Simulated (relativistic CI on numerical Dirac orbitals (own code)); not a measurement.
# Hyperfine structure of Zn5+, mass number 67

Method of calculation: Dirac-Coulomb-Breit CI, orbitals from a KLI potential per configuration, model QED, valence Slater integrals scaled by 0.85, P86 correlation energy added to each configuration (own radial code, finite nucleus).

CI space (outside the closed core [Ne]): 3s2.3p6.3d7, 3s2.3p6.3d6.4s, 3s2.3p6.3d6.4p, 3s2.3p5.3d8, 3s2.3p6.3d6.4d, 3s2.3p6.3d6.5s, 3s2.3p4.3d9, 3s2.3p6.3d6.5p, 3s2.3p6.3d6.4f, 3s.3p6.3d8, 3s2.3p6.3d5.4s2, 3s2.3p6.3d6.5d, 3s2.3p6.3d6.5f, 3s2.3p6.3d6.5g, 3s2.3p5.3d7.4s, 3p6.3d9. Levels of other configurations are missing.

Nuclear spin I = 5/2, μ = 0.87485 μN, Q = 0.122 b (tables of Stone and Pyykkö). The electronic factors are computed for point nuclear moments, without core polarisation or the Bohr-Weisskopf and QED corrections.

| Level | E (cm⁻¹) | A (MHz) | B (MHz) |
| --- | --- | --- | --- |
| 3s2.3p6.3d7 4F_9/2 | 0.0 | 273.7 | 97.4 |
| 3s2.3p6.3d7 4F_7/2 | 2097.7 | 294.9 | 66.6 |
| 3s2.3p6.3d7 4F_5/2 | 3545.2 | 355.4 | 48.2 |
| 3s2.3p6.3d7 4F_3/2 | 4504.8 | 574.3 | 47.6 |
| 3s2.3p6.3d7 4P_5/2 | 21702.4 | 133 | -133 |
| 3s2.3p6.3d7 4P_3/2 | 21733.5 | 210.9 | 93.4 |
| 3s2.3p6.3d7 4P_1/2 | 23055.7 | -307.2 |  |
| 3s2.3p6.3d7 2G_9/2 | 23466.1 | 346.7 | -73.7 |

Levels with J = 0, under 50 % of one LS term, or S terms without an open s electron are left out. Small factors come from cancelling terms and can be off by tens of per cent or more.

At this charge configurations can still be misplaced by up to about 7 % of their energy. 39 of the 48 excited levels that our extract of the measured tables holds in this range could be paired (the sources list more); they are missed by 3014 cm⁻¹ on average and 8006 at most, and levels without a partner can miss by more.

Give the hyperfine levels of 3s2.3p6.3d7 4F_9/2 relative to its centre of gravity.

With K = F(F + 1) − I(I + 1) − J(J + 1), E = AK/2 + B[¾K(K + 1) − I(I + 1)J(J + 1)]/[2I(2I − 1)J(2J − 1)]: F = 2: -3718, F = 3: -2927, F = 4: -1859, F = 5: -507.3, F = 6: 1142, F = 7: 3103 MHz.
